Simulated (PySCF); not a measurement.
Vertical excitations of a molecule C3H9GeN from PySCF with TDA-CAM-B3LYP/def2-SVPD, as energy in eV (oscillator strength): 5.89 (0.001), 6.09 (0.001), 6.46 (0.011), 7.05 (0.025), 7.37 (0.007), 7.51 (0.135), 7.58 (0.057), 7.59 (0.039), 7.69 (0.017), 7.71 (0.019). Lowest triplet (TDA): 5.58 eV. Geometry optimised at PBE0-D3(BJ)/def2-SVP. The values are those of a single conformer.

### Question
Pick the molecule that these values belong to.
A. [CH3][GeH]1[CH2]N[CH2]1
B. C/N=[C](/C)[GeH3]
C. [NH2][GeH]1[CH2]C[CH2]1
D. C/C=N/[CH2][GeH3]

### Answer
A, [CH3][GeH]1[CH2]N[CH2]1
